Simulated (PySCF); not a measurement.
NMR data simulated for an unnamed compound:

¹H NMR (300 MHz, computed): δ 8.01 (s, 1H), 6.16 (q, 1H), 5.35 (s, 2H), 2.09 (d, 3H).

¹³C{¹H} NMR (computed): δ 163.9 (CH), 137.9 (CH), 129.9 (C), 120.5 (C), 14.9 (CH3).

PySCF calculation with shieldings: GIAO PBE0/pcSseg-1 and coordinates at the GFN2-xTB level; no relativistic terms, one conformer, gas phase, fast rotation and ring inversion assumed for equivalent nuclei.

δ = σ(ref) − σ, references computed at the same level: TMS for ¹H (31.72 ppm) and ¹³C (186.93 ppm).

Which of these does the molecule contain: a Si–H bond, an NH or NH2 group, a nitrile, a tert-butyl group, a non-aromatic C=C double bond, a benzene ring?

## Answers


- A Si–H bond: yes (δH 5.35 (s)).
- An NH or NH2 group: no.
- A nitrile: yes (δC 120.5).
- A tert-butyl group: no.
- A non-aromatic C=C double bond: yes.
- A benzene ring: no.

The data belong to SMILES C(/C)=C(\C#N)O[SiH2]OC=O, C5H7NO3Si; they needn't prove each group on their own.

Carbon signals by region: 1 in the far downfield region (above 160 ppm), 3 in the sp2 and nitrile region (100–160 ppm), 1 below 50 ppm. Above 160 ppm: 163.9, carbonyl carbon.

Shifts are as computed. Against solution values, carbons near 30 ppm lie about +3 ppm off and those near 130 ppm about +5 ppm. Of 1309 compounds with measured shifts, 239 miss one by over three times the rms of a fit or turn the order of signals round; such compounds aren't used in these exercises. Multiplicities follow the n + 1 count of equivalent neighbours, as no J values were calculated; m marks all less simple cases, F and P coupling included.
